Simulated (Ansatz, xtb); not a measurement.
Two isomers of C3H8GeNP

Structure X: `CC#[C][Ge@H]([NH2])[PH2]`, a singlet. Structure Y: `N#CC[CH2][GeH2][PH2]`, a singlet. Both are isolated molecules in the gas phase, relaxed with B3LYP/def2-SVP; the shapes shown needn't be the lowest conformers.

X (Å):

```yaml
atoms:
  - { symbol: C, position_ang: [-1.0239, 2.7154, -1.7042] }
  - { symbol: C, position_ang: [-0.6932, 1.6033, -0.8218] }
  - { symbol: C, position_ang: [-0.4169, 0.6727, -0.0840] }
  - { symbol: Ge, position_ang: [-0.0231, -0.7779, 1.0861] }
  - { symbol: N, position_ang: [0.7856, -2.0730, 0.0381] }
  - { symbol: P, position_ang: [-2.0169, -1.5938, 2.0164] }
  - { symbol: H, position_ang: [-1.4641, 2.3567, -2.6493] }
  - { symbol: H, position_ang: [-1.7529, 3.3936, -1.2305] }
  - { symbol: H, position_ang: [-0.1279, 3.3077, -1.9536] }
  - { symbol: H, position_ang: [0.8562, -0.2387, 2.2468] }
  - { symbol: H, position_ang: [1.1687, -2.8562, 0.5664] }
  - { symbol: H, position_ang: [1.5202, -1.7015, -0.5644] }
  - { symbol: H, position_ang: [-1.3527, -2.6711, 2.6861] }
  - { symbol: H, position_ang: [-2.3213, -2.3866, 0.8673] }
```

Y (Å):

```xyz
14

C    -0.9226   -3.2136    0.9991
C     0.1074   -2.3153    1.5318
C    -0.4489   -1.1679    2.3969
Ge   -1.6904    0.0992    1.4943
N    -1.7505   -3.9090    0.5823
P    -0.6890    0.8500   -0.5016
H     0.8162   -2.9285    2.1152
H     0.6819   -1.9162    0.6780
H     0.3989   -0.5742    2.7737
H    -0.9710   -1.5753    3.2777
H    -1.8559    1.3216    2.4250
H    -3.0682   -0.5589    1.2698
H    -1.7896    1.6953   -0.8424
H    -1.1759   -0.2430   -1.2842
```

**Question.** Estimate which is lower in electronic energy at CCSD(T)/def2-SVP + ΔMP2/def2-TZVPP, and by roughly how much.

**Answer.** The CCSD(T)/def2-SVP + ΔMP2/def2-TZVPP calculation puts structure Y lower, by 0.506 eV.

How the difference moves with the method:

```
                             level        geometry  E(Y) − E(X) (eV)  departure from the last row (eV)  job, with rough time for the two
                    B3LYP/def2-SVP  B3LYP/def2-SVP              −0.622                            −0.116                optimisation, 92 s
                       HF/def2-SVP  B3LYP/def2-SVP              −0.655                            −0.149           part of the CCSD(T) run
                      MP2/def2-SVP  B3LYP/def2-SVP              −0.780                            −0.274           part of the CCSD(T) run
                  CCSD(T)/def2-SVP  B3LYP/def2-SVP              −0.821                            −0.316                      single point
CCSD(T)/def2-SVP + ΔMP2/def2-TZVPP  B3LYP/def2-SVP              −0.506                                                  single point, 95 s
```

As drawn, Y has 1 C≡N, 1 C–C, 1 C–H, 1 Ge–H in place of 1 C≡C, 1 Ge–N, 2 N–H.

None of the levels shown reverses the order. The largest departure from CCSD(T)/def2-SVP + ΔMP2/def2-TZVPP is that of CCSD(T)/def2-SVP, 0.316 eV. A small imaginary or near-zero mode remains, so no thermal terms are given. Levels run at GFN2-xTB geometries aren't shown. The last row adds to CCSD(T) the change of the MP2 difference between the two basis sets, here +0.316 eV, a large step that makes the value less sure.

The correlated steps freeze 18 core orbitals; the filled d shell of Ge is correlated, in a basis made for valence electrons. Run with Ansatz 0.2.0, xtb 6.7.1; the last row on 4 threads of Arm Neoverse V1 on a shared host.
